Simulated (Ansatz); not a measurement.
A run for Ansatz (a quantum-chemistry and plane-wave program): U-CCSD(T)/aug-cc-pVDZ on BeF2 (SMILES [F][Be][F]), a point of a bond scan (R = 2.417 Å).

Ansatz 0.2 input:
```yaml
crystal:
  periodic: [false, false, false]
  atoms:
    - {symbol: Be, position_ang: [0.00000000, 0.00000000, 0.00000000]}
    - {symbol: F, position_ang: [-0.00000000, -0.00000000, -2.41704381]}
    - {symbol: F, position_ang: [0.00000000, 0.00000000, 1.38116789]}
basis:
  gaussian:
    orbitals: aug-cc-pVDZ
correlation: {method: ccsd_t, electrons: outside_noble_gas}
scf: {omitted_lower_state_checks: [cluster_reference]}
magnetization: {spin_polarized: true, initial_magnetization: 0}
```

The log:

```
WARN ansatz: RAYON_NUM_THREADS=1 ignored (pool sized by the plan → 1); use --threads N
Functional definition: HF
these checks for a lower state are left out or cut short: cluster_reference
integrals: 0.07 GiB planned
628 factors; integrals over basis functions are off by at most 6.9e-4 eV
mean field: 0.13 GiB planned
mean field evaluation 1: about -5806.3809 eV, gradient 3.2e1 eV
mean field evaluation 2: about -5806.3981 eV, gradient 3.2e1 eV
mean field evaluation 4: about -5810.4596 eV, gradient 2.3e0 eV
mean field evaluation 8: about -5810.4960 eV, gradient 1.2e-1 eV
mean field evaluation 16: about -5810.4722 eV, gradient 1.8e0 eV
mean field evaluation 32: about -5810.5475 eV, gradient 4.0e-6 eV
mean field evaluation 64: about -5809.2097 eV, gradient 2.5e-6 eV
mean field evaluation 96: about -5809.2104 eV, gradient 4.8e-3 eV
mean field evaluation 128: about -5810.5475 eV, gradient 2.7e-6 eV
mean field -5810.54750200 eV, -213.5336821679 hartree, gradient 2.7e-6 eV, S^2 0.436516; 13 other end points of the search recorded, 0 dependent functions left out
3 core orbitals not correlated
reference -5810.54750200 eV, -213.5336821679 hartree; 8, 8 occupied and 58, 58 virtual orbitals, 628 factors
second order -12.02232831 eV of doubles, -0.00000000 eV of singles
coupled cluster: 0.25 GiB planned
cycle   1  -11.87049217 eV  change    1.5e-1 eV  update   1.3e-1
cycle   2  -12.30791033 eV  change   -4.4e-1 eV  update   6.7e-2
cycle   3  -12.68092207 eV  change   -3.7e-1 eV  update   5.6e-2
cycle   4  -12.75920466 eV  change   -7.8e-2 eV  update   2.9e-2
cycle   5  -12.77569723 eV  change   -1.6e-2 eV  update   1.6e-2
cycle   6  -12.81065610 eV  change   -3.5e-2 eV  update   7.2e-3
cycle   7  -12.82014558 eV  change   -9.5e-3 eV  update   5.1e-3
cycle   8  -12.83051149 eV  change   -1.0e-2 eV  update   2.3e-3
cycle   9  -12.83338546 eV  change   -2.9e-3 eV  update   1.1e-3
cycle  10  -12.83441394 eV  change   -1.0e-3 eV  update   2.8e-4
cycle  11  -12.83421453 eV  change    2.0e-4 eV  update   1.1e-4
cycle  12  -12.83435679 eV  change   -1.4e-4 eV  update   5.4e-5
cycle  13  -12.83432821 eV  change    2.9e-5 eV  update   2.6e-5
cycle  14  -12.83433002 eV  change   -1.8e-6 eV  update   1.2e-5
coupled cluster: 0.25 GiB planned
perturbative correction -0.32393049 eV, -0.0119042260 hartree
Total energy: -5823.70576251 eV, -214.0172393229 hartree
Checks for a lower state left out: cluster_reference
```

The calculation finished and met its thresholds. Its determinant has ⟨S²⟩ = 0.44, a mixture of spin states.

Cost: about 7 core-seconds (a rough figure).
